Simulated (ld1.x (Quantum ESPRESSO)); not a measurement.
## Building the RRKJ potential for As (Z = 33) (PBE, scalar-relativistic).

- Element: arsenic (As)
- Generator: ld1.x (Quantum ESPRESSO) 7.5
- Type: norm-conserving RRKJ (Kleinman–Bylander form)
- Functional: PBE
- Relativity: scalar-relativistic
- Frozen core: [Ar] 3d10
- Valence charge: 5
- Reference configuration: 4s1.5 4p3.5
- Partial waves: 4p (bound): rc 1.86 bohr; 4s (bound): rc 1.56 bohr
- Local potential: the s channel
- Core correction: Bessel-smoothed model core inside 0.65 bohr

Poles of the logarithmic derivatives, all-electron (AE) and pseudo (PS). s: poles at 1.1 (AE) and 1.1 (PS) Ry. p: poles at 2.7 (AE) and 2.7 (PS) Ry. Test radius 2.06 bohr.

* Cutoffs needed: 35 Ry and 50 Ry (the cutoffs (Ry, on a coarse ladder) from which the occupation-weighted sum of valence levels, in a spherical-Bessel basis at the reference potential, stays within 10 and 1 mRy of its value at 400 Ry)
* Ghost test: no extra level below or beside the all-electron valence levels (p, s, d, f tested) (spherical-Bessel basis up to 400 Ry, 20 bohr box)
* Largest excitation error: -16 meV (all-electron minus pseudo) for 4s2 4p1, out of 7 test configurations
